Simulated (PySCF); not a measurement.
PySCF input (TPSS/def2-TZVPD):

```python
from pyscf import gto, scf, dft

mol = gto.M(
    atom='''
    Si    0.34014473    0.35992564    0.86450061
    F     1.00502106    1.37272807   -0.30640806
    Cl   -0.81218917   -1.02314775   -0.54972565
    ''',
    basis='def2-tzvpd',
    charge=-1,
    spin=1,
    verbose=4,
)

mf = dft.UKS(mol, xc='tpss').density_fit(auxbasis='def2-universal-jkfit')
mf.grids.level = 3
mf.conv_tol = 1e-9
mf.max_cycle = 100
mf.max_memory = 1500
mf.kernel()
if not mf.converged:
    mf = mf.newton()
    mf.kernel(mf.make_rdm1())
for _ in range(2):
    mo, _, stable, _ = mf.stability(return_status=True)
    if stable:
        break
    mf.kernel(mf.make_rdm1(mo, mf.mo_occ))
mf.analyze()
```

Output:

```
PySCF version 2.14.0

[INPUT] verbose = 4
[INPUT] num. atoms = 3
[INPUT] num. electrons = 41
[INPUT] charge = -1
[INPUT] spin (= nelec alpha-beta = 2S) = 1
[INPUT] symmetry False subgroup None
[INPUT] Mole.unit = angstrom
[INPUT] Symbol           X                Y                Z      unit          X                Y                Z       unit  Magmom
[INPUT]  1 Si     0.340144730000   0.359925640000   0.864500610000 AA    0.642780382414   0.680160884809   1.633669387419 Bohr   0.0
[INPUT]  2 F      1.005021060000   1.372728070000  -0.306408060000 AA    1.899214552820   2.594080095803  -0.579027315759 Bohr   0.0
[INPUT]  3 Cl    -0.812189170000  -1.023147750000  -0.549725650000 AA   -1.534815092638  -1.933469032465  -1.038830922149 Bohr   0.0

nuclear repulsion = 121.424721463908
number of shells = 45
number of NR pGTOs = 196
number of NR cGTOs = 129
basis = def2-tzvpd
ecp = {}

******** <class 'pyscf.df.df_jk.DFUKS'> ********
method = DFUKS
initial guess = minao
damping factor = 0
level_shift factor = 0
DIIS = <class 'pyscf.scf.diis.CDIIS'>
diis_start_cycle = 1
diis_space = 8
diis_damp = 0
SCF conv_tol = 1e-09
SCF conv_tol_grad = None
SCF max_cycles = 100
direct_scf = False
number electrons alpha = 21  beta = 20
XC library pyscf.dft.libxc version 7.1.2
    S. Lehtola, C. Steigemann, M. J. T. Oliveira, and M. A. L. Marques,  SoftwareX 7, 1–5 (2018)
XC functionals = tpss
    J. Tao, J. P. Perdew, V. N. Staroverov, and G. E. Scuseria,  Phys. Rev. Lett. 91, 146401 (2003)
    J. P. Perdew, J. Tao, V. N. Staroverov, and G. E. Scuseria,  J. Chem. Phys. 120, 6898 (2004)
    J. Tao, J. P. Perdew, V. N. Staroverov, and G. E. Scuseria,  Phys. Rev. Lett. 91, 146401 (2003)
    J. P. Perdew, J. Tao, V. N. Staroverov, and G. E. Scuseria,  J. Chem. Phys. 120, 6898 (2004)
radial grids:
    Treutler-Ahlrichs [JCP 102, 346 (1995); DOI:10.1063/1.469408] (M4) radial grids

becke partition: Becke, JCP 88, 2547 (1988); DOI:10.1063/1.454033
pruning grids: <function nwchem_prune>
grids dens level: 3
symmetrized grids: False
atomic radii adjust function: <function treutler_atomic_radii_adjust>
small_rho_cutoff = 0
Set gradient conv threshold to 3.16228e-05
tot grids = 52328
init E= -849.689130979148
  alpha nocc = 21  HOMO = -0.118913521153686  LUMO = -0.0528429017420355
  beta  nocc = 20  HOMO = -0.273449153426355  LUMO = -0.118913521153686

WARN: HOMO -0.118913521153686 >= LUMO -0.118913521153686

cycle= 1 E= -849.665598618411  delta_E= 0.0235  |g|= 0.485  |ddm|= 0.973
[...]
  beta  nocc = 20  HOMO = -0.0371057556655349  LUMO = 0.117727527273763
  HOMO = 0.0623798704828  LUMO = 0.117727527274  gap/eV = 1.50609
Extra cycle  E= -849.761848692989  delta_E= -5.68e-12  |g|= 7.82e-06  |ddm|= 1.57e-05
converged SCF energy = -849.761848692989  <S^2> = 0.76038036  2S+1 = 2.0103536
uhf_internal: lowest eigs of H = [0.21105918 0.21671019 0.22067884]
<class 'pyscf.df.df_jk.DFUKS'> wavefunction is stable in the internal stability analysis
**** SCF Summaries ****
Total Energy =                        -849.761848692989133
Nuclear Repulsion Energy =             121.424721463907872
One-electron Energy =                -1427.370454406746376
Two-electron Energy =                  456.183884249849427
Two-electron Coulomb Energy =          516.065275103772478
DFT Exchange-Correlation Energy =      -59.881390853923030
HOMO-LUMO gap [eV] =                     1.506086454242130
**** MO energy ****
                             alpha | beta                alpha | beta
MO #1   energy= -100.770915901522  | -100.770579536259  occ= 1 | 1
MO #2   energy= -65.501350663559   | -65.4988309968917  occ= 1 | 1
MO #3   energy= -24.1978089202382  | -24.1958528680619  occ= 1 | 1
MO #4   energy= -9.0214882120523   | -9.02120927119831  occ= 1 | 1
MO #5   energy= -6.79669124819154  | -6.79650454690318  occ= 1 | 1
MO #6   energy= -6.79309895380167  | -6.79275681706218  occ= 1 | 1
MO #7   energy= -6.79291135924594  | -6.79219131854838  occ= 1 | 1
MO #8   energy= -4.92864796505953  | -4.92626569091267  occ= 1 | 1
MO #9   energy= -3.30513262958952  | -3.30380619486379  occ= 1 | 1
MO #10  energy= -3.30297769854108  | -3.30072294350002  occ= 1 | 1
MO #11  energy= -3.30182286671245  | -3.29533601276647  occ= 1 | 1
MO #12  energy= -0.894990424572775 | -0.891704831812383 occ= 1 | 1
MO #13  energy= -0.539034104887342 | -0.537133016307259 occ= 1 | 1
MO #14  energy= -0.272914432435833 | -0.264366280961326 occ= 1 | 1
MO #15  energy= -0.184064153562513 | -0.18227878274849  occ= 1 | 1
MO #16  energy= -0.18044270354809  | -0.170704895844185 occ= 1 | 1
MO #17  energy= -0.161443865532389 | -0.155220046604894 occ= 1 | 1
MO #18  energy= -0.0935248044449828 | -0.0881324770100123 occ= 1 | 1
MO #19  energy= -0.0876040902419613 | -0.0869224130728953 occ= 1 | 1
MO #20  energy= -0.0537286138094202 | -0.0371057556655349 occ= 1 | 1
MO #21  energy= 0.062379870482772  | 0.117727527273763  occ= 1 | 0
MO #22  energy= 0.134684836861466  | 0.136075919224     occ= 0 | 0
MO #23  energy= 0.141435534063741  | 0.145903939755506  occ= 0 | 0
MO #24  energy= 0.155417810341345  | 0.161064001516976  occ= 0 | 0
MO #25  energy= 0.172152889179075  | 0.17734878101973   occ= 0 | 0
MO #26  energy= 0.177539157943103  | 0.181539989486205  occ= 0 | 0
MO #27  energy= 0.190541069015118  | 0.196197192400703  occ= 0 | 0
MO #28  energy= 0.212348460983955  | 0.219947394115254  occ= 0 | 0
MO #29  energy= 0.233840734150689  | 0.237360244068722  occ= 0 | 0
MO #30  energy= 0.239357497858287  | 0.249370142064437  occ= 0 | 0
MO #31  energy= 0.245304345912825  | 0.255979463360506  occ= 0 | 0
MO #32  energy= 0.275129406795526  | 0.279456559126629  occ= 0 | 0
MO #33  energy= 0.283092931837065  | 0.288110910917623  occ= 0 | 0
MO #34  energy= 0.285423009156839  | 0.292111786877768  occ= 0 | 0
MO #35  energy= 0.304039757638824  | 0.306802181143711  occ= 0 | 0
MO #36  energy= 0.332425173942266  | 0.333215439004154  occ= 0 | 0
MO #37  energy= 0.356857508156261  | 0.362956603575583  occ= 0 | 0
MO #38  energy= 0.361293453886476  | 0.363926501805681  occ= 0 | 0
MO #39  energy= 0.380837135641248  | 0.383774153885382  occ= 0 | 0
MO #40  energy= 0.382415970242429  | 0.390044588307344  occ= 0 | 0
MO #41  energy= 0.395103792865516  | 0.39720716319155   occ= 0 | 0
MO #42  energy= 0.427227481943686  | 0.445309954801909  occ= 0 | 0
MO #43  energy= 0.442820242873726  | 0.452344450211448  occ= 0 | 0
MO #44  energy= 0.452664655265344  | 0.458310019276483  occ= 0 | 0
MO #45  energy= 0.501915720525232  | 0.524339984393112  occ= 0 | 0
MO #46  energy= 0.506115730611777  | 0.532718702281421  occ= 0 | 0
MO #47  energy= 0.519203609238982  | 0.53501314482588   occ= 0 | 0
MO #48  energy= 0.528491632617591  | 0.539321814362955  occ= 0 | 0
MO #49  energy= 0.556705881496972  | 0.558868329198911  occ= 0 | 0
MO #50  energy= 0.60325130154685   | 0.612066073109375  occ= 0 | 0
MO #51  energy= 0.64492611490309   | 0.650408769899904  occ= 0 | 0
MO #52  energy= 0.676292305042657  | 0.681922686633028  occ= 0 | 0
MO #53  energy= 0.684827084155286  | 0.687670579203889  occ= 0 | 0
MO #54  energy= 0.695240325287223  | 0.699636857990908  occ= 0 | 0
MO #55  energy= 0.762746419209331  | 0.765068596474727  occ= 0 | 0
MO #56  energy= 0.764958459103031  | 0.767304966897678  occ= 0 | 0
MO #57  energy= 0.767127241049603  | 0.771150401732247  occ= 0 | 0
MO #58  energy= 0.76862218583418   | 0.771835960093599  occ= 0 | 0
MO #59  energy= 0.788382105555194  | 0.789893126491798  occ= 0 | 0
MO #60  energy= 0.798728989765801  | 0.805248542244596  occ= 0 | 0
MO #61  energy= 0.808459451412462  | 0.809201674416178  occ= 0 | 0
MO #62  energy= 0.8282658790351    | 0.831035263411207  occ= 0 | 0
MO #63  energy= 0.85255699990829   | 0.856215150005799  occ= 0 | 0
MO #64  energy= 0.913415401514399  | 0.915017273136684  occ= 0 | 0
MO #65  energy= 0.986199952965134  | 0.996606249338208  occ= 0 | 0
MO #66  energy= 1.03544742334091   | 1.04288257971649   occ= 0 | 0
MO #67  energy= 1.16543379474683   | 1.17058592221986   occ= 0 | 0
MO #68  energy= 1.2020018323919    | 1.21024133276648   occ= 0 | 0
MO #69  energy= 1.20821845477489   | 1.23006644312003   occ= 0 | 0
MO #70  energy= 1.22124386195037   | 1.23164462390959   occ= 0 | 0
MO #71  energy= 1.22996164334277   | 1.24703486004262   occ= 0 | 0
MO #72  energy= 1.24342909373827   | 1.24996504751375   occ= 0 | 0
MO #73  energy= 1.28355178320707   | 1.29212175386943   occ= 0 | 0
MO #74  energy= 1.28496089029729   | 1.30117739666563   occ= 0 | 0
MO #75  energy= 1.3211769843264    | 1.33514338090141   occ= 0 | 0
MO #76  energy= 1.36226938051353   | 1.3810648135152    occ= 0 | 0
MO #77  energy= 1.37421627870049   | 1.38242142256633   occ= 0 | 0
MO #78  energy= 1.38989026193119   | 1.40797320717505   occ= 0 | 0
MO #79  energy= 1.43051800484631   | 1.44468428242868   occ= 0 | 0
MO #80  energy= 1.58148319711028   | 1.58824315848572   occ= 0 | 0
MO #81  energy= 1.63278449183164   | 1.63876435370389   occ= 0 | 0
MO #82  energy= 1.63368000951455   | 1.64838011933173   occ= 0 | 0
MO #83  energy= 1.80840307732554   | 1.82189427225267   occ= 0 | 0
MO #84  energy= 1.93381847696094   | 1.9427883346898    occ= 0 | 0
MO #85  energy= 2.08645711858061   | 2.08830824372472   occ= 0 | 0
MO #86  energy= 2.09424815519255   | 2.09608696693414   occ= 0 | 0
MO #87  energy= 2.13622046554749   | 2.13898881338846   occ= 0 | 0
MO #88  energy= 2.1382235049792    | 2.13916567437676   occ= 0 | 0
MO #89  energy= 2.15554379647978   | 2.15705796757085   occ= 0 | 0
MO #90  energy= 2.26439178877017   | 2.26698459165939   occ= 0 | 0
MO #91  energy= 2.26914663644406   | 2.27179351469428   occ= 0 | 0
MO #92  energy= 2.27906187865012   | 2.28210042141591   occ= 0 | 0
MO #93  energy= 2.28248839554521   | 2.2854177538007    occ= 0 | 0
MO #94  energy= 2.3858288019841    | 2.38837556950006   occ= 0 | 0
MO #95  energy= 2.40886993156968   | 2.41224636312462   occ= 0 | 0
MO #96  energy= 2.48201897733221   | 2.48671262653633   occ= 0 | 0
MO #97  energy= 2.51527888758849   | 2.52092780844001   occ= 0 | 0
MO #98  energy= 2.52675294588636   | 2.52952036755928   occ= 0 | 0
MO #99  energy= 2.54976894301475   | 2.5511366341722    occ= 0 | 0
MO #100 energy= 2.57282999139024   | 2.58090667846166   occ= 0 | 0
MO #101 energy= 2.62018366155359   | 2.62254220895496   occ= 0 | 0
MO #102 energy= 2.68125458593098   | 2.68507710337646   occ= 0 | 0
MO #103 energy= 2.79981722233242   | 2.80311159078453   occ= 0 | 0
MO #104 energy= 3.0013485509598    | 3.00839896117363   occ= 0 | 0
[...]
```
